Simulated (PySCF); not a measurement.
Coordinates in bohr (charge 0 multiplicity 4):
```
Cu    0.0000    0.0000   -1.8364
N     0.0000    0.0000   -5.1664
Br    0.0000    0.0000    2.3808
```

All numbers come from UPBE0/[Cu def2-TZVP, N def2-TZVP, Br def2-TZVP], no relativity, density fitting, PySCF.

This geometry of BrCuN is a stationary point at this level.

**Question.** What is the point group?

**Answer.** C∞v.

**Question.** Is it a minimum?

**Answer.** Yes: all harmonic wavenumbers are real, though the softest, 33 cm⁻¹, leaves little margin.

**Question.** Give the atomic charges and bond orders.

**Answer.** 
```json
{"atom": "Cu1", "Mulliken": "0.39", "Löwdin": "-0.06", "polar tensor": "0.38", "spin (Mulliken)": "0.44", "Mayer order to Cu1": "–"}
{"atom": "N2", "Mulliken": "-0.03", "Löwdin": "0.08", "polar tensor": "0.13", "spin (Mulliken)": "2.52", "Mayer order to Cu1": "1.09"}
{"atom": "Br3", "Mulliken": "-0.36", "Löwdin": "-0.02", "polar tensor": "-0.51", "spin (Mulliken)": "0.04", "Mayer order to Cu1": "1.02"}
```

**Question.** Give the ideal-gas entropy at 298.15 K and 1 bar by parts.

**Answer.** translation 171.8, rotation 76.3, vibration 55.4, spin 11.5; total 315.0 J/(mol K).

This need not be the most stable arrangement of these atoms. Other spin states or occupations of the open shell can lie lower.
